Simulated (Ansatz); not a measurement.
C2H6F2OSi, SMILES `COC(F)(F)[SiH3]`, charge 0, multiplicity 1.

Question: Give a relaxed structure at PBE0-D4/def2-TZVP (Ansatz 0.2.0). (An estimate is asked.)

Answer: Ansatz gave: 
Z-matrix (Å, degrees):
```
C
O 1 1.429
H 1 1.091 2 110.8
H 1 1.087 2 105.6 3 -118.8
H 1 1.091 2 110.8 3 122.3
C 2 1.348 1 116.4 3 -61.4
F 6 1.373 2 110.7 1 57.4
F 6 1.373 2 110.7 1 -57.5
Si 6 1.926 2 110.2 1 180.0
H 9 1.481 6 108.1 2 60.1
H 9 1.481 6 107.5 2 179.9
H 9 1.481 6 108.1 2 -60.2
```
Point group Cs.
This is one stationary point; other conformers may exist.
